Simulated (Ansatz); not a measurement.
A run on CH₆FGeNSi, SMILES `N=C(F)[SiH2][GeH3]` with other settings.

```yaml
crystal:
  periodic: [false, false, false]
  atoms:
    - {symbol: N, position_ang: [1.848021, -1.263401, 1.482471]}
    - {symbol: C, position_ang: [0.783376, -0.630348, 1.330539]}
    - {symbol: F, position_ang: [0.480814, 0.292825, 2.267485]}
    - {symbol: Si, position_ang: [-0.531396, -0.695937, -0.042091]}
    - {symbol: Ge, position_ang: [-0.620313, 1.404269, -1.157450]}
    - {symbol: H, position_ang: [1.983757, -1.931866, 0.729283]}
    - {symbol: H, position_ang: [-0.118909, -1.791461, -0.957372]}
    - {symbol: H, position_ang: [-1.838964, -1.022973, 0.580977]}
    - {symbol: H, position_ang: [-0.993295, 2.509828, -0.161053]}
    - {symbol: H, position_ang: [0.748064, 1.719773, -1.779280]}
    - {symbol: H, position_ang: [-1.675955, 1.352393, -2.273007]}
basis:
  gaussian: {orbitals: pcseg-2, fitting: {mean_field: cc-pVTZ-jkfit}}
magnetization: {spin_polarized: false, initial_magnetization: 2}
hamiltonian: {xc: {name: HF}}
correlation: {method: rpa, electrons: outside_noble_gas}
```

```sh
$ ansatz run in.yaml --threads 4 --pin off --events-out ev --progress --plain --max-ram 10444MiB
```

Shortened log:

```
Functional definition: HF
745 factors; integrals over basis functions are off by at most 8.2e-1 eV
mean field evaluation 1: about -69638.7752 eV, gradient 4.2e1 eV
mean field evaluation 2: about -69629.6355 eV, gradient 6.3e1 eV
mean field evaluation 4: about -69644.1744 eV, gradient 6.1e0 eV
mean field evaluation 8: about -69645.8376 eV, gradient 7.0e0 eV
mean field evaluation 16: about -69646.3820 eV, gradient 8.7e-2 eV
mean field evaluation 32: about -69646.3902 eV, gradient 1.8e-6 eV
mean field -69646.39017169 eV, -2559.4576307910 hartree, gradient 1.8e-6 eV, S^2 2.000000; 12 other end points of the search recorded, 0 dependent functions left out
22 core orbitals not correlated, not the lowest: weight in the atoms' cores, before any rotation towards them, 0.999 or more for the frozen orbitals, at most 0.002 for the correlated occupied ones
reference -69646.39017169 eV, -2559.4576307910 hartree; 16, 14 occupied and 213, 215 virtual orbitals, 745 factors
Total energy: -69673.04004681 eV, -2560.4369956375 hartree
```

Run time 54 s (4 threads of an Intel Xeon Platinum 8488C on a shared host); peak host memory 0.71 GiB.
